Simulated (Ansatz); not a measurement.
Isomers of AlH8NSi2, relaxed with PBE0-D4/def2-TZVP in Ansatz; electronic energies, one conformer each and not always the lowest. Functionals use def2-TZVPP; CBS adds triple-zeta CCSD(T) − MP2 to the MP2 limit of def2-TZVPP and def2-QZVPP.

(1) Order them by energy at frozen-core CCSD(T)/CBS, lowest first. (Best estimate.)
A. `[AlH2][NH][SiH2][SiH3]`
B. `[AlH2][N]([SiH3])[SiH3]`
C. `N[SiH]([AlH2])[SiH3]`

(2) How do MP2/CBS(def2), ωB97M-V, PBE-D4, B2PLYP place them (kcal/mol, against `[AlH2][N]([SiH3])[SiH3]`)? (An estimate is asked.)

Answers

(1) B (0.0 kcal/mol), A (13.5 kcal/mol), C (41.1 kcal/mol).

(2) The calculation gave: 
```tsv
isomer	MP2/CBS(def2)	ωB97M-V	PBE-D4	B2PLYP
`N[SiH]([AlH2])[SiH3]`	45.2	42.5	31.2	41.6
`[AlH2][NH][SiH2][SiH3]`	15.6	14.0	8.5	12.9
```
